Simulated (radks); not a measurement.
The numbers below are computed, except where a source is named.
The cadmium ion Cd2+, 46 electrons, occupied as [Kr] 4d10.

Level of theory: non-relativistic Kohn-Sham, TPSS, spin-polarised, spherical densities, point nucleus; meta-GGA in the generalised Kohn-Sham scheme; relativity is left out, which matters for an element this heavy (a radial shooting solver on a logarithmic mesh with Libxc functionals).

Energy parts (eV):
| part | energy |
|---|---|
| total | -148747.975 |
| kinetic | 148687.512 |
| electron-nucleus | -353260.252 |
| Hartree | 59922.173 |
| exchange-correlation | -4097.408 |

Orbitals (lengths in bohr, moments of r in powers of bohr; <r^-3> diverges for s and p1/2):
\begin{tabular}{lrrr}
orbital & occ. & eigenvalue (eV) & <r^-3> \\ \hline
1s & 2 & -25694.69 & - \\
2s & 2 & -3749.365 & - \\
2p & 6 & -3494.289 & 3554 \\
3s & 2 & -712.5299 & - \\
3p & 6 & -608.7292 & 632.0 \\
3d & 10 & -417.5616 & 99.30 \\
4s & 2 & -117.1630 & - \\
4p & 6 & -84.0196 & 105.4 \\
4d & 10 & -30.7891 & 10.51 \\
\end{tabular}

The highest occupied level is 4d at -30.789 eV. For comparison, the ionisation energy in NIST's Atomic Spectra Database is 37.47 eV (measured). In exact Kohn-Sham theory the highest level is minus the ionisation energy, but local and semilocal functionals leave it too shallow, through self-interaction and a potential that decays too fast; potentials with the right tail come closer. The density falls to 0.001 e/bohr^3 at r = 3.21 bohr. The electron density at the nucleus is 7.768e+04 e/bohr^3. Summed over all electrons, <r^2> = 29.51 bohr^2, which gives a Langevin (diamagnetic) susceptibility term of -23.4 x 10^-6 cm^3/mol. Virial ratio -V/T = 2.00041.
